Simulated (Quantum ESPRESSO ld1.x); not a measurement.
The numbers below are computed, except where a source is named.
Species: the cadmium ion Cd+. Configuration: [Kr] 4d8 5s1 6s2 (not the ground configuration). Level of theory: scalar-relativistic Kohn-Sham, LDA (Slater exchange, VWN5 correlation), spin-polarised, spherical densities, point nucleus; open shells are filled with parallel spins first (ld1.x of Quantum ESPRESSO 7.5). Some entries of the table are withheld. Estimate them.

orbital,occ.,eigenvalue (eV),<r^2> (bohr^2),r(max) (bohr)
1s up,1,-26524.1,0.001252,0.01970
1s down,1,-26524.0,0.001252,0.01970
2s up,1,-3965.45,0.02047,0.1114
2s down,1,-3964.97,0.02047,0.1113
2p up,3,-3563.57,0.01612,0.08900
2p down,3,-3563.18,0.01612,0.08900
3s up,1,-763.606,0.1474,0.3242
3s down,1,-763.247,0.1473,0.3243
3p up,3,-631.807,0.1484,0.3173
3p down,3,-631.422,0.1483,0.3173
3d up,5,-424.988,0.1335,0.2654
3d down,5,-424.498,0.1334,0.2654
4s up,1,-136.034,0.8604,0.7926
4s down,1,-134.322,0.8590,0.7919
4p up,3,-96.7440,1.022,0.8405
4p down,3,-94.9899,1.020,0.8398
4d up,5,-39.7732,1.622,0.9585
4d down,3,-37.9616,1.623,0.9575
5s up,1,-24.3036,5.663,2.002
5s down,0,-22.7024,5.851,2.010
5p up,0,-16.0574,8.092,2.329
5p down,0,-14.7395,8.672,2.365
6s up,1,(1),29.80,4.864
6s down,1,(2),31.08,4.978
5d up,0,-6.6098,20.26,3.640
5d down,0,-6.1366,22.73,3.915
7s up,0,-2.4767,108.5,9.601
7s down,0,-2.4101,112.5,9.779

Answer. 
(1) 6s up eigenvalue (eV): -7.1023
(2) 6s down eigenvalue (eV): -6.8892
